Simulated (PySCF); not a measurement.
Ga(Vi)(OEt)(NH2), SMILES C=[CH][Ga]([NH2])[O]CC (C₄H₁₀GaNO), singlet (GFN2-xTB optimised geometry):

```
17

Ga     0.338    -0.957     0.000
C     -0.786    -2.609    -0.182
C     -2.103    -2.556    -0.291
H     -0.264    -3.562    -0.193
H     -2.715    -3.443    -0.394
H     -2.625    -1.610    -0.281
O     -0.633     0.488     0.000
C     -0.639     1.890     0.058
C      0.758     2.476     0.226
H     -1.089     2.272    -0.868
H     -1.273     2.198     0.900
H      1.385     2.154    -0.605
H      0.715     3.562     0.247
H      1.194     2.114     1.157
N      2.183    -0.957     0.000
H      2.715    -1.796     0.189
H      2.713    -0.153     0.316
```

Computed with PBE0/def2-SVP (PySCF).

What are the frontier orbital energies and the dipole moment?

HOMO-2 -7.61 eV, HOMO-1 -7.45 eV, HOMO -6.88 eV, LUMO -0.38 eV, LUMO+1 0.59 eV; dipole moment 1.50 D.

Meta-Löwdin charges at PBE0/def2-SVP: Ga1 0.69, C2 -0.29, C3 -0.18, H4 0.10, H5 0.10, H6 0.11, O7 -0.56, C8 0.06, C9 -0.31, H10 0.09, H11 0.09, H12 0.10, H13 0.10, H14 0.10, N15 -0.62, H16 0.21, H17 0.21.
